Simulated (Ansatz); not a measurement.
C2H9GaO (`[CH3][GaH-]([CH3])[OH2+]`), relaxed with RKS PBE-D4/def2-SVP in the Gaussian-basis code of Ansatz from a rough embedded geometry. The force threshold is 0.03 eV/Å; the program also tests the step.

The species carries charge 0 and has multiplicity 1.

Start:

```xyz
13

C     0.680   -1.602    0.391
Ga   -0.223   -0.160   -0.541
C    -1.129    0.963    0.812
O     1.018    0.888   -1.420
H    -0.048   -2.263    0.970
H     1.219   -2.316   -0.356
H     1.474   -1.230    1.099
H    -1.305   -0.727   -1.522
H    -1.822    0.410    1.365
H    -1.627    1.845    0.293
H    -0.350    1.406    1.497
H     0.507    1.626   -1.811
H     1.606    1.160   -0.779
```

Question: By how much does the energy fall, and how many steps does the optimiser take? (Best estimate.)

Answer: Computed: 29.38 kcal/mol, in 25 steps, 7 of them rejected.

Question: Which bonds change most? (Estimate.)

Answer: The calculation gave: Ga2–O4 from 1.847 to 2.243 Å; O4–H13 from 0.911 to 0.978 Å; C3–H9 from 1.045 to 1.111 Å; C1–H6 from 1.165 to 1.109 Å.

Question: Give the relaxed structure. (An estimate is asked.)

Answer: Computed: 
```xyz
13

C     0.719   -1.805    0.392
Ga   -0.415   -0.342   -0.333
C    -1.101    1.077    0.901
O     1.138    0.973   -1.278
H     0.080   -2.585    0.856
H     1.316   -2.297   -0.402
H     1.411   -1.433    1.174
H    -1.191   -0.554   -1.720
H    -1.939    0.669    1.505
H    -1.501    1.965    0.367
H    -0.327    1.414    1.622
H     0.830    1.064   -2.202
H     0.981    1.853   -0.882
```
